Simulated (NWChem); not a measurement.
Molecule: C$_{3}$H$_{4}$F$_{2}$O; SMILES FC(C(C)=O)F

```xyz
10

C      1.3566    -1.0567     0.0000
C     -0.1186    -0.7950     0.0000
O     -0.9728    -1.6429     0.0000
C     -0.5292     0.6832     0.0000
F     -0.0141     1.2882     1.0915
F     -0.0141     1.2882    -1.0915
H      1.5459    -2.1364     0.0000
H      1.8142    -0.5860    -0.8838
H      1.8142    -0.5860     0.8838
H     -1.6270     0.7850     0.0000
```
Atoms are numbered in this order, from 1.

Level: PBE0/def2-SVP (NWChem), optimised geometry, unscaled harmonic frequencies. 

```
frequency (cm⁻¹)  IR intensity (km/mol)
----------------  ---------------------
44                                  7.7
131                                 0.0
227                                 1.7
248                                12.0
425                                 4.4
527                                31.2
603                                 0.4
633                                 5.3
823                                11.8
1011                               12.5
1026                               19.6
1152                              179.7
1168                               78.4
1264                               12.8
1364                               42.5
1387                               23.3
1387                               53.7
1432                               13.5
1433                               33.3
1896                              140.6
3070                                0.3
3126                               25.7
3161                                0.0
3212                                0.7
```

- zero-point energy: 43.9 kcal/mol
- thermal correction to the enthalpy at 298.15 K (with zero-point energy): 48.5 kcal/mol
- heat capacity Cv: 20.5 cal/(mol K)
- entropy at 298.15 K and 1 atm (symmetry number 1): 80.6 cal/(mol K)
- dipole moment: 1.12 D

Rigid rotor and harmonic oscillator; modes under 100 cm⁻¹ make the entropy uncertain.
